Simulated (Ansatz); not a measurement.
Ansatz results at the PBE0-D4/def2-TZVP geometry: size of the dipole moment (ωB97M-V/def2-TZVPP) 1.56 D; HOMO–LUMO gap (B3LYP/def2-TZVPP) 6.98 eV; ideal-gas entropy at 298 K and 1 bar (rigid rotor, harmonic PBE0-D4/def2-TZVP) 368 J/(mol·K).

Each molecule was computed in one conformer, which needn't be the lowest.

(1) Which molecule gave them?
A. `N#CCBr`
B. `C#CN[SiH3]`
C. `N=C(O)[CH2][SnH3]`
D. `CCC(=N)[SiH3]`

Results:

(1) C. The others give `C#CN[SiH3]`: 1.35, 6.11, 317; `N#CCBr`: 3.32, 6.76, 297; `CCC(=N)[SiH3]`: 2.46, 6.14, 351.

B3LYP here is the variant with VWN-RPA as its local correlation; programs differ in this.
